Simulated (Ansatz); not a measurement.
Born–Oppenheimer molecular dynamics of C2H7Ga (10 atoms, charge 0, multiplicity 1). It starts at the highest image of a converged band. Of that band: Neighbouring images differ by up to 3.0 eV, so the band resolves the path poorly. A vibrational analysis at the climbing image gives one clearly imaginary mode, 1364i cm⁻¹: a first-order saddle point.

Theory: RKS BHLYP/def2-SVP in Ansatz.

```
ensemble                      : NVE (velocity Verlet)
time step                     : 0.5 fs
steps asked                   : 200
starting velocities drawn for : 300 K
seed                          : 10771
```

First frame:

```xyz
10
Properties=species:S:1:pos:R:3
Ga -0.401 -0.243 0.928
H 0.958 -0.094 1.655
C 1.715 0.186 0.092
H 1.843 -0.671 -0.579
H 1.543 1.104 -0.481
H 2.610 0.301 0.706
C -1.269 -0.165 -0.836
H -2.329 -0.411 -0.784
H -1.154 0.848 -1.233
H -0.767 -0.855 -1.520
```

**Question.** How far do the bonds stretch over the last three quarters of this one trajectory? (Pairs bonded in most of those frames.)

**Answer.** 
```tsv
bond	mean (Å)	spread (Å)	shortest	longest
Ga1–H2	1.646	0.104	1.45	1.92
Ga1–C3	2.056	0.171	1.81	2.32
Ga1–C7	1.998	0.039	1.92	2.06
C3–H4	1.108	0.024	1.06	1.16
C3–H5	1.100	0.020	1.07	1.13
C3–H6	1.100	0.018	1.06	1.14
C7–H8	1.101	0.013	1.08	1.12
C7–H9	1.105	0.012	1.08	1.13
C7–H10	1.102	0.007	1.09	1.12
```

Mean temperature of the second half: 1729 K. The conserved energy stayed within 0.16 meV per atom of its start (net change 0.11 meV per atom), so the integration is sound. The kinetic energy rose, since the run started high on the potential surface and went downhill. A run of 0.1 ps of so small a system gives no equilibrium averages. The orbitals stay closed-shell, which can raise the energy where a bond breaks towards radicals; this wasn't checked here.

The run took 7 min on 2 threads of Arm Neoverse V2 (shared host), peak memory 0.2 GiB.
